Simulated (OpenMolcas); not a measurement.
**5d along the 69-electron sequence**

```yaml
Program: OpenMolcas
Method: XMS-CASPT2, IPEA 0.25 Eh, imaginary shift 0.1 Eh
Basis: ANO-RCC-VTZP
Scalar_Hamiltonian: DKH2, point nucleus
Spin-orbit_coupling: state interaction with AMFI integrals over the reference wave functions, term energies averaged over their components
```

Active space for each ion: 1 electron in 5 orbitals (5d); closed shells correlated by CASPT2: 5s 5p.

Computed levels in cm-1 above ²D_3/2:

| Level | Ta4+ | W5+ | Re6+ | Os7+ |
| --- | --- | --- | --- | --- |
| ²D_5/2 | 6760 | 8930 | 11160 | 13950 |
| weight of ²D in the lowest level (%) | 100 | 100 | 100 | 100 |

Measured, with the error of the calculation in %. Measured levels: W5+ from the list in J. Phys. B 45, 035002 (2012).

```
 Level          W5+
²D_5/2  8709 (+2.5)
```

The fine-structure level ²D_5/2 changes by a factor of 2.06 from Ta4+ to Os7+. Its fourth root runs 9.07, 9.72, 10.28, 10.87, with steps per unit of Z of 0.65, 0.56, 0.59; equal steps would mean a (Z - σ)^4 law with constant σ.

CASPT2 does not keep the components of a term degenerate, so their means are used; among the terms shown or strongly mixed into the levels shown the widest spread is 44 cm-1 (5d ²D, Re6+). With one active electron, CASPT2 adds the correlation within the correlated inactive shells and between them and that electron, and leaves the splitting within a term as the reference gives it. Measured partners are found by configuration, term and J. A level has none where our copy of the source lacks it or the pairing is in doubt (some pairs that miss far off the trend of their configuration count as doubtful), and it then counts in no deviation. Levels of configurations outside the active space are missing.
